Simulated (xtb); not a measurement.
xtb input (GFN2-xTB):

```bash
xtb mol.xyz --gfn 2 --sp --chrg 0 --uhf 0
```
mol.xyz:
```
4

In     0.00000000    -0.00000000     0.00000000
F     -1.65023762    -1.00267583     0.05747087
F      0.02001512     1.78584197    -0.73641957
F      1.63022250    -0.78316614     0.67894870
```

Output:

```
           -------------------------------------------------
          |                Calculation Setup                |
           -------------------------------------------------

           -------------------------------------------------
          |                 G F N 2 - x T B                 |
           -------------------------------------------------

        Reference                      10.1021/acs.jctc.8b01176
      * Hamiltonian:
        H0-scaling (s, p, d)           1.850000    2.230000    2.230000
        zeta-weighting                 0.500000
      * Dispersion:
        s8                             2.700000
        a1                             0.520000
        a2                             5.000000
        s9                             5.000000
      * Repulsion:
        kExp                           1.500000    1.000000
        rExp                           1.000000
      * Coulomb:
        alpha                          2.000000
        third order                    shell-resolved
        anisotropic                    true
        a3                             3.000000
        a5                             4.000000
        cn-shift                       1.200000
        cn-exp                         4.000000
        max-rad                        5.000000

          ...................................................
          :                      SETUP                      :
          :.................................................:
          :  # basis functions                  22          :
          :  # atomic orbitals                  21          :
          :  # shells                            9          :
          :  # electrons                        24          :
          :  max. iterations                   250          :
          :  Hamiltonian                  GFN2-xTB          :
          :  restarted?                      false          :
          :  GBSA solvation                  false          :
          :  PC potential                    false          :
          :  electronic temp.          300.0000000     K    :
          :  accuracy                    1.0000000          :
          :  -> integral cutoff          0.2500000E+02      :
          :  -> integral neglect         0.1000000E-07      :
          :  -> SCF convergence          0.1000000E-05 Eh   :
          :  -> wf. convergence          0.1000000E-03 e    :
          :  Broyden damping             0.4000000          :
          :  net charge                          0          :
          :  unpaired electrons                  0          :
          ...................................................

 iter      E             dE          RMSdq      gap      omega  full diag
   1    -15.4839606 -0.154840E+02  0.177E+01    2.41       0.0  T
   2    -15.4953009 -0.113403E-01  0.117E+01    2.91       1.0  T
   3    -15.4800502  0.152507E-01  0.259E+00    2.45       1.0  T
   4    -15.4979394 -0.178892E-01  0.116E-01    2.82       1.0  T
   5    -15.4979371  0.228138E-05  0.786E-02    2.84       1.0  T
   6    -15.4979444 -0.722843E-05  0.993E-03    2.83       5.0  T
   7    -15.4979443  0.876042E-07  0.596E-03    2.83       8.4  T
   8    -15.4979444 -0.952915E-07  0.222E-04    2.83     225.4  T
   9    -15.4979444 -0.539657E-11  0.954E-05    2.83     524.2  T

   *** convergence criteria satisfied after 9 iterations ***

         #    Occupation            Energy/Eh            Energy/eV
      -------------------------------------------------------------
         1        2.0000           -0.8493140             -23.1110
       ...           ...                  ...                  ...
         6        2.0000           -0.5507424             -14.9865
         7        2.0000           -0.5454322             -14.8420
         8        2.0000           -0.5429579             -14.7746
         9        2.0000           -0.5429579             -14.7746
        10        2.0000           -0.5387490             -14.6601
        11        2.0000           -0.5387490             -14.6601
        12        2.0000           -0.5376209             -14.6294 (HOMO)
        13                         -0.4336274             -11.7996 (LUMO)
        14                         -0.1891652              -5.1474
        15                         -0.0693527              -1.8872
        16                         -0.0693527              -1.8872
        17                         -0.0635387              -1.7290
       ...                                ...                  ...
        21                          0.4782667              13.0143
      -------------------------------------------------------------
                  HL-Gap            0.1039935 Eh            2.8298 eV
             Fermi-level           -0.4856242 Eh          -13.2145 eV

 SCC (total)                   0 d,  0 h,  0 min,  0.003 sec
 SCC setup                      ...        0 min,  0.000 sec (  4.133%)
 Dispersion                     ...        0 min,  0.000 sec (  0.963%)
 classical contributions        ...        0 min,  0.000 sec (  0.781%)
 integral evaluation            ...        0 min,  0.000 sec ( 15.647%)
 iterations                     ...        0 min,  0.001 sec ( 52.007%)
 molecular gradient             ...        0 min,  0.001 sec ( 20.849%)
 printout                       ...        0 min,  0.000 sec (  5.270%)

         :::::::::::::::::::::::::::::::::::::::::::::::::::::
         ::                     SUMMARY                     ::
         :::::::::::::::::::::::::::::::::::::::::::::::::::::
         :: total energy             -15.491686978222 Eh    ::
         :: gradient norm              0.007032097964 Eh/a0 ::
         :: HOMO-LUMO gap              2.829807116884 eV    ::
         ::.................................................::
         :: SCC energy               -15.497944094394 Eh    ::
         :: -> isotropic ES            0.053087050405 Eh    ::
         :: -> anisotropic ES          0.003208360968 Eh    ::
         :: -> anisotropic XC         -0.003927874422 Eh    ::
         :: -> dispersion             -0.001385660056 Eh    ::
         :: repulsion energy           0.006257116172 Eh    ::
         :: add. restraining           0.000000000000 Eh    ::
         :: total charge               0.000000000000 e     ::
         :::::::::::::::::::::::::::::::::::::::::::::::::::::

           -------------------------------------------------
          |                Property Printout                |
           -------------------------------------------------

    * Orbital Energies and Occupations

         #    Occupation            Energy/Eh            Energy/eV
      -------------------------------------------------------------
         1        2.0000           -0.8493140             -23.1110
         2        2.0000           -0.8437291             -22.9590
         3        2.0000           -0.8437291             -22.9590
         4        2.0000           -0.6314108             -17.1816
         5        2.0000           -0.5507424             -14.9865
         6        2.0000           -0.5507424             -14.9865
         7        2.0000           -0.5454322             -14.8420
         8        2.0000           -0.5429579             -14.7746
         9        2.0000           -0.5429579             -14.7746
        10        2.0000           -0.5387490             -14.6601
        11        2.0000           -0.5387490             -14.6601
        12        2.0000           -0.5376209             -14.6294 (HOMO)
        13                         -0.4336274             -11.7996 (LUMO)
        14                         -0.1891652              -5.1474
        15                         -0.0693527              -1.8872
Note: The following floating-point exceptions are signalling: IEEE_DENORMAL
normal termination of xtb
        16                         -0.0693527              -1.8872
        17                         -0.0635387              -1.7290
        18                         -0.0635387              -1.7290
        19                          0.0650571               1.7703
        20                          0.4782667              13.0143
        21                          0.4782667              13.0143
      -------------------------------------------------------------
                  HL-Gap            0.1039935 Eh            2.8298 eV
             Fermi-level           -0.4856242 Eh          -13.2145 eV

     #   Z          covCN         q      C6AA      α(0)
     1  49 In       2.066     0.568   336.516    40.202
     2   9 F        0.689    -0.189    11.141     3.941
     3   9 F        0.689    -0.189    11.141     3.941
     4   9 F        0.689    -0.189    11.141     3.941

 Mol. C6AA /au·bohr⁶  :        760.996746
 Mol. C8AA /au·bohr⁸  :      67786.870316
 Mol. α(0) /au        :         52.023969

Wiberg/Mayer (AO) data.
largest (>0.10) Wiberg bond orders for each atom

 ---------------------------------------------------------------------------
     #   Z sym  total        # sym  WBO       # sym  WBO       # sym  WBO
 ---------------------------------------------------------------------------
     1  49 In   2.902 --     2 F    0.967     3 F    0.967     4 F    0.967
     2   9 F    1.307 --     1 In   0.967     3 F    0.170     4 F    0.170
     3   9 F    1.307 --     1 In   0.967     2 F    0.170     4 F    0.170
     4   9 F    1.307 --     1 In   0.967     2 F    0.170     3 F    0.170
 ---------------------------------------------------------------------------

Topologies differ in total number of bonds
Writing topology from bond orders to xtbtopo.mol

molecular dipole:
                 x           y           z       tot (Debye)
 q only:       -0.000       0.000      -0.000
   full:       -0.000       0.000      -0.000       0.000
molecular quadrupole (traceless):
                xx          xy          yy          xz          yz          zz
 q only:       -1.673      -0.420      -1.092      -1.012       1.932       2.765
  q+dip:       -2.221      -0.557      -1.449      -1.343       2.564       3.670
   full:       -3.584      -0.899      -2.338      -2.167       4.138       5.921

           -------------------------------------------------
          | TOTAL ENERGY              -15.491686978222 Eh   |
          | GRADIENT NORM               0.007032097964 Eh/α |
          | HOMO-LUMO GAP               2.829807116884 eV   |
           -------------------------------------------------

------------------------------------------------------------------------
------------------------------------------------------------------------
 total:
 SCF:
```
